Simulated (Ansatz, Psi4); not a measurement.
System: SiCl, net charge 0, doublet state. SMILES: [Si]Cl
Structure (B3LYP-D3(BJ)/def2-TZVP (Ansatz, a program for electronic structure) minimum search):
```
Si
Cl 1 2.0838
```
Charge 0, spin multiplicity 2.

B3LYP/6-31G* beside other levels, property by property. Set-up: 6-31G* and kin with 6d, 5d where marked; each state is the SCF solution reached for its charge and spin; no spin-orbit coupling; atomisation electronic, to ground-state atoms; non-relativistic; open shells spin-unrestricted; frozen cores in correlated levels. CBS marks a two-point X^-3 extrapolation of the correlation energy; Hartree-Fock from the larger set (for Q and 5 zeta extrapolated as (X+1)exp(-9√X)). Ab initio and DFT rows: single points at B3LYP-D3(BJ) geometries (Ansatz), with unscaled harmonic terms from B3LYP/6-31G* at its own minima, enthalpies of formation by atomisation with measured atoms. Sets without +, aug- or the D of def2-TZVPD hold no diffuse functions, which anions need.

Coupled cluster (Ansatz) is a level with limits of its own, used here on species with T1 under 0.025 (0.045 for open shells) and stable references: (a) CCSD(T)/CBS(aug-cc-pV(T+d)Z,aug-cc-pV(Q+d)Z); (b) CCSD(T)/CBS(cc-pV(Q+d)Z,cc-pV(5+d)Z).

| property | B3LYP/6-31G* (Ansatz) | B3LYP/STO-3G (Ansatz) | wB97X-D/6-31G* (Psi4) | PBE0/def2-TZVPD (Ansatz) | to compare with |
|---|---|---|---|---|---|
| atomisation energy (kcal/mol) | 96.1 | 129.8 | 98.0 | 102.7 | 102.8 coupled cluster (b) |
| vertical ionisation energy to the singlet (eV) | 7.59 | 5.10 | 7.66 | 7.61 | 7.51 coupled cluster (a) |
| enthalpy of formation at 298 K (kcal/mol) | 40.2 | 6.5 | 38.2 | 33.5 | 33.5 coupled cluster (b) |
| vertical electron affinity to the triplet (eV) | 0.86 | -4.41 | 0.95 | 1.12 | 1.16 coupled cluster (a) |

As the rows show:
- atomisation energy: B3LYP/6-31G* lies 6.7 kcal/mol below coupled cluster.
- vertical ionisation energy to the singlet: B3LYP/6-31G* lies 0.08 eV above coupled cluster.
- enthalpy of formation at 298 K: B3LYP/6-31G* lies 6.7 kcal/mol above coupled cluster.
- vertical electron affinity to the triplet: B3LYP/6-31G* lies 0.30 eV below coupled cluster.

The properties are those with a value to compare with, at most eight drawn at random. No case is left out for the size of its miss. Left out are saddle points of the reference geometry, anions that the best level run finds unbound, excited spin states, species near biochemistry, cases with under five habitual levels, runs that failed or whose electronic state is in doubt, and table entries that another table contradicts.
